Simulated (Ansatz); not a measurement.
# A cut through the energy surface

CH₄FOY (SMILES [CH3][Y]([OH])[F]), singlet, at its PBE0-D4/def2-TZVP minimum:

C1  (-0.407, -0.026, -1.401)
Y2  (0.831, -0.105, 0.613)
O3  (-0.073, 0.746, 2.193)
F4  (2.133, -1.621, 0.776)
H5  (-1.323, -0.629, -1.324)
H6  (-0.745, 0.985, -1.666)
H7  (0.139, -0.416, -2.269)
H8  (-0.464, 1.008, 3.022)
(Å)

The bond length C1–Y2 (2.365 Å at the minimum) is set to the values below, the two halves moving rigidly along the bond. Each method's energies count from its own value at the PBE0-D4 minimum structure. Ansatz 0.2.0; basis: def2-TZVPP; cores frozen in the correlated methods. Core potentials replace the inner electrons of the atoms past krypton. B3LYP uses VWN-RPA correlation.

```tsv
bond length (Å)	CCSD(T) (eV)	MP2 (eV)	wB97M-V (eV)	r2SCAN-D4 (eV)
2.034	0.865	0.829	0.801	0.756
2.103	0.511	0.484	0.466	0.432
2.205	0.183	0.168	0.160	0.141
2.324	0.017	0.013	0.012	0.008
2.456	0.017	0.025	0.026	0.034
2.598	0.154	0.172	0.173	0.187
2.749	0.389	0.419	0.417	0.430
2.908	0.688	0.730	0.726	0.730
3.074	1.020	1.077	1.074	1.062
```

Minimum and curvature along this coordinate at CCSD(T): A fifth-order fit through the nearest points gives 2.387 Å, with a curvature of about 8.9 eV/Å².

**Question.** Treat the two halves as rigid bodies and work out the harmonic wavenumber of this stretch from that curvature (ν̃ = 521.5 √(k/μ) cm⁻¹ with k in eV/Å² and μ in u).

**Answer.** The halves weigh 15.04 and 124.91 u, so μ = 15.04 × 124.91/139.95 = 13.424 u and ν̃ = 521.5 √(8.9/13.424) ≈ 420 cm⁻¹. A true normal mode mixes in other motions, so this is a guide only.

Largest difference from the CCSD(T) curve over the scan: PBE-D4 0.103; PBE0-D4 0.116; B3LYP-D4 0.066; HF 0.152 eV. Each curve counts from its own value at the minimum.

T1 diagnostic: at most 0.016.

For scale, one of the runs: CCSD(T)/def2-TZVPP, 205 basis functions (an equivalent command: `ansatz run in.yaml --threads 4`). Time: 2.6 min of wall clock on 4 CPU threads; the host was shared. Peak host memory: 3.1 GiB.
